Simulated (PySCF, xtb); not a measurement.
C3H11NSi2, SMILES C1C[C@H](N1[SiH3])[SiH3].

GFN2-xTB in xtb at its own geometry gives an orbital gap of 4.24 eV and a dipole moment of 1.07 D.

Geometry optimised at r2SCAN-D4/def2-SVP. The structure was generated by enumeration; whether it is a known compound was not checked.

What does ωB97X/def2-TZVP (PySCF) give? (The exact figures need the calculation; the answer reports its results.)

gap 10.88 eV (levels -8.62 and 2.25 eV), dipole 1.47 D.
